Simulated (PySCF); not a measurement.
From one molecule to another.

First species: C₃H₇ClOSi.
InChI=1S/C3H7ClOSi/c4-6-3-1-2-5-6/h6H,1-3H2/t6-/m1/s1

Second species: C3H7ClOSi.
SMILES: `C(=C)O[Si@@H](Cl)C`

Levels: wB97X-D/def2-SVPD for HOMO energy, LUMO energy, HOMO–LUMO gap and static isotropic polarisability; TDDFT wB97X-D/def2-SVPD for lowest singlet excitation; TDA wB97X-D/def2-SVPD for lowest triplet excitation (Tamm–Dancoff). Geometries: GFN2-xTB. Each structure is a single optimised conformer of the isolated species, non-relativistic unless stated; the electronic structure was computed with PySCF and density fitting.

Dipoles, sizes and rotational constants follow the conformer. The torsions of the flexible species, by atom-mapped SMILES:
- `[CH2:1]=[CH:2][O:3][Si@H:4]([CH3:5])[Cl:6]`: C1–C2–O3–Si4 -5°, C2–O3–Si4–C5 -64°

The conformers of `Cl[Si@H]1CCCO1` aren't listed.

Values for the first species:

```
HOMO energy                              : -9.95 eV
LUMO energy                              : 2.13 eV
HOMO–LUMO gap                            : 12.08 eV
Lowest singlet excitation                : 7.69 eV
Lowest triplet excitation (Tamm–Dancoff) : 7.35 eV
Static isotropic polarisability          : 72.5 au
```

**Question.** Estimate the same properties for the second species, and the change in each.

**Answer.** 
```tsv
property	first	second	second less first
HOMO energy	-9.95 eV	-9.10 eV	+0.85 eV
LUMO energy	2.13 eV	2.01 eV	-0.12 eV
HOMO–LUMO gap	12.08 eV	11.11 eV	-0.97 eV
lowest singlet excitation	7.69 eV	6.97 eV	-0.72 eV
lowest triplet excitation (Tamm–Dancoff)	7.35 eV	4.56 eV	-2.79 eV
static isotropic polarisability	72.5 au	77.1 au	+4.6 au
```

On the first: The principal polarisabilities are 65.5, 66.8 and 85.3 au; their mean is the isotropic value. The 8 singlets span 7.69 to 8.88 eV, and their oscillator strengths add up to 0.20.

On the second: The 8 singlets span 6.97 to 8.39 eV, and their oscillator strengths add up to 0.40. The vertical singlet–triplet gap S1 − T1 is 2.41 eV (TDDFT singlet less Tamm–Dancoff triplet).
